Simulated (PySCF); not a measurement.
Orbital picture of TaH⁺

PBE at R = 1.732 Å; basis Ta def2-TZVPPD with ECP60, H def2-TZVPPD; scalar-relativistic core potentials; PySCF 2.14. State: quartet, unpaired electrons σ ↑, π ↑, δ ↑, a mixture of terms (⟨Lz²⟩ = 4.7). Only the outer orbitals are listed, counted within each symmetry, core potentials removing the inner ones.

| spin | orbital | occ. | ε (eV) | on Ta (%) | main shells (%) |
| --- | --- | --- | --- | --- | --- |
| α | 1π | 1 | -45.96 | 100 | 100 Ta p |
| α | 1π | 1 | -45.83 | 100 | 100 Ta p |
| α | 2σ | 1 | -45.64 | 100 | 100 Ta p |
| α | 3σ | 1 | -14.37 | 58 | 42 H s, 29 Ta s, 26 Ta d |
| α | 4σ | 1 | -11.96 | 103 | 58 Ta s, 45 Ta d |
| α | 1δ | 1 | -11.75 | 100 | 100 Ta d |
| α | 2π | 1 | -11.46 | 99 | 99 Ta d |
| α | 1δ | 0 | -11.01 | 100 | 95 Ta d |
| α | 2π | 0 | -10.94 | 99 | 99 Ta d |
| α | 5σ | 0 | -8.47 | 75 | 42 Ta p, 27 H s, 23 Ta d |
| β | 1π | 1 | -44.60 | 100 | 100 Ta p |
| β | 2σ | 1 | -44.33 | 99 | 99 Ta p |
| β | 1π | 1 | -44.15 | 100 | 100 Ta p |
| β | 3σ | 1 | -14.05 | 47 | 52 H s, 24 Ta d, 20 Ta s |
| β | 2π | 0 | -9.75 | 99 | 98 Ta d |
| β | 4σ | 0 | -9.75 | 102 | 68 Ta s, 34 Ta d |
| β | 1δ | 0 | -9.46 | 100 | 100 Ta d |

Which are the highest filled and the lowest empty level, where do they sit, and how wide is the gap?

Highest filled α 2π at -11.46 eV (in %: 99 Ta d); lowest empty α 1δ at -11.01 eV (in %: 95 Ta d); the gap at PBE is 0.45 eV.

```
bond order (Mayer)                                                                                                : 0.92
⟨S²⟩                                                                                                              : 3.761
charge on Ta (Mulliken, basis-dependent)                                                                          : 0.94
charge on Ta (Löwdin, basis-dependent)                                                                            : 1.24
dipole moment (positive dipole points towards H; it is taken about the centre of mass and depends on that origin) : -1.60 D
polarisability along the bond                                                                                     : 42.0 bohr³
polarisability across the bond                                                                                    : 39.5 bohr³
```

Shares are Mulliken populations and can fall outside 0 to 100 %.

Spin–orbit coupling is left out. The state is the lowest single determinant that the PBE0 search found; with open d or f shells the true ground state can be another one.
